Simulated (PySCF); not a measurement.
PySCF 2.14 output of an unrestricted wB97M-V calculation on a single atom or ion in aug-cc-pwCVTZ-PP with ECP28MDF (8s8p7d4f3g, 122 functions), with scalar relativity through the core potential:

```
SCF conv_tol = 1e-09
number electrons alpha = 9  beta = 5
    N. Mardirossian and M. Head-Gordon.,  J. Chem. Phys. 144, 214110 (2016)
cycle= 1 E= -93.5250438686121  delta_E= -0.00566  |g|= 0.0181  |ddm|= 0.847
cycle= 2 E= -93.5251809273259  delta_E= -0.000137  |g|= 0.00354  |ddm|= 0.0636
cycle= 3 E= -93.5251986413837  delta_E= -1.77e-05  |g|= 0.00138  |ddm|= 0.00973
cycle= 4 E= -93.5252035248371  delta_E= -4.88e-06  |g|= 0.000625  |ddm|= 0.00451
cycle= 5 E= -93.5252046870821  delta_E= -1.16e-06  |g|= 0.000236  |ddm|= 0.00249
cycle= 6 E= -93.5252047908368  delta_E= -1.04e-07  |g|= 2.55e-05  |ddm|= 0.001
cycle= 7 E= -93.5252047916301  delta_E= -7.93e-10  |g|= 2.25e-06  |ddm|= 0.00013
converged SCF energy = -93.5252047916301  <S^2> = 6.0015518  2S+1 = 5.0006207
```

The run itself started from symmetry-adapted Hartree-Fock orbitals and held the occupation by maximum overlap, on a logarithmic radial grid, so the iterations belong to that start.

Question: Which element, charge and spin multiplicity is this?

Answer: Ru²⁺ (ruthenium, charge +2), multiplicity 5; the state was [Kr] 4d6, high-spin 5D determinant.

Energies and moments cover only the electrons outside the core potential.
